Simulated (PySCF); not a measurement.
## Identify the compound

An unknown has the formula C₃H₁₃OPSi₃. Its calculated NMR data are:

$^{1}$H NMR (600 MHz, computed): δ 6.55 (m, 1H), 6.27 (m, 1H), 6.19 (m, 1H), 5.72 (m, 1H), 5.18 (s, 3H), 4.83 (m, 1H), 1.14 (m, 2H), 0.31 (m, 3H).

$^{13}$C{$^{1}$H} NMR (computed): δ 144.7 (CH), 140.1 (CH2), -4.2 (CH3).

Level of theory: σ from GIAO-PBE0/pcSseg-1, coordinates at the GFN2-xTB level, in PySCF 2.14.0 with density-fitted response routines (single conformer, no solvent, no relativistic terms, rapidly exchanging positions averaged).

Chemical shifts δ = σref − σ; $^{1}$H (31.72 ppm) and $^{13}$C (186.93 ppm) vs TMS, all at this level.

Question: What is the structure?

Answer: 
1. 3 carbon signals for 3 carbons: no two carbons are equivalent.
2. Carbon types of the structure: 1 × CH, 1 × CH2, 1 × CH3, leaving 7 H on heteroatoms.
3. δC 144.7: alkene CH; the olefinic region.
4. δC 140.1: terminal =CH2 carbon; as expected for a trigonal carbon in a double bond.
5. δC -4.2: methyl carbon bonded to Si; an electropositive neighbour leaves it electron-rich and shielded.
6. δH 6.55, 6.19: hydrogen on a terminal =CH2 carbon; a vinylic proton, deshielded by the sp2 carbon and the C=C anisotropy.
7. δH 6.27: hydrogen on an alkene CH; a vinylic proton, deshielded by the sp2 carbon and the C=C anisotropy.
8. δH 1.14: hydrogen on a phosphorus bonded to Si.
9. δH 0.31: hydrogen on a methyl carbon bonded to Si; an electropositive neighbour shields it, as in TMS itself.

These data were computed for SMILES C=C[Si@@H](O[SiH3])[Si@H](C)P.

The data come from this structure; uniqueness wasn't tested.

Splittings by $^{31}$P in the carbon and heteronuclear signals aren't shown, as no couplings were computed. Shifts are as computed. Against solution values, carbons near 30 ppm lie about +3 ppm off and those near 130 ppm about +5 ppm. Of 1211 compounds with measured shifts, 218 miss one by over three times the rms of a fit or turn the order of signals round; such compounds aren't used in these exercises. Multiplicities follow the n + 1 count of equivalent neighbours, as no J values were calculated; m marks all less simple cases, F and P coupling included.
